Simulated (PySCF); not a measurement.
Computed shifts of a molecule C3H7BO2, B3LYP/pcSseg-1 in PySCF, GIAO, gas phase, equivalent atoms averaged, in ppm (number of nuclei): ¹³C: 238.6 (1), 57.4 (1), -3.2 (1). ¹H: 11.30 (1), 4.14 (3), 0.64 (3). References: ¹³C against TMS (σ = 181.3 ppm); ¹⁷O against H2O (σ = 333.8 ppm); ¹¹B against BF3 (σ = 86.3 ppm); ¹H against TMS (σ = 31.68 ppm), references at their B3LYP-D3(BJ)/def2-TZVP geometries, non-relativistic. Geometry optimised at PBE0-D3(BJ)/def2-SVP. Other conformers were not sampled.

Task: Identify the compound among the candidates.
A. COB(C)C=O
B. OB1CCCO1
C. C/C=C/B(O)O
D. CCB(O)C=O

Result: A, COB(C)C=O
